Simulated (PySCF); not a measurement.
Input for PySCF: U-HF/LANL2DZ on ClH2Sb (SMILES [Cl][SbH2]), a point of a bond scan (R = 2.578 Å).

```python
from pyscf import gto, scf, dft, mp
from pyscf.data.elements import chemcore

mol = gto.M(
    atom='''
    Sb   -0.33564918   -0.34298871    0.31866257
    H     0.16712785   -2.38036377   -1.17848434
    H    -1.71924546    0.02483330   -0.63200022
    Cl    1.10810693    1.12757821   -0.87884443
    ''',
    basis='lanl2dz',
    ecp={'Cl': 'lanl2dz', 'Sb': 'lanl2dz'},
    charge=0, spin=0, verbose=3, max_memory=1800)
mf = scf.UHF(mol)
mf.conv_tol = 1e-8
mf.max_cycle = 100
mf.init_guess_breaksym = True
mf.kernel()
if not mf.converged:
    mf = mf.newton().run(mf.mo_coeff, mf.mo_occ)
for _ in range(4):
    mo, _, stable, _ = mf.stability(return_status=True)
    if stable:
        break
    mf.kernel(mf.make_rdm1(mo, mf.mo_occ))
```

Program output:

```
converged SCF energy = -21.0129922566318  <S^2> = 1.0588623e-09  2S+1 = 1
<class 'pyscf.scf.uhf.UHF'> wavefunction has an internal instability
converged SCF energy = -21.0394949035401  <S^2> = 0.71914609  2S+1 = 1.9689044
<class 'pyscf.scf.uhf.UHF'> wavefunction is stable in the internal stability analysis
```

The run converged. Its determinant has ⟨S²⟩ = 0.72, a mixture of spin states.

Cost: very roughly 0.4 core-seconds.
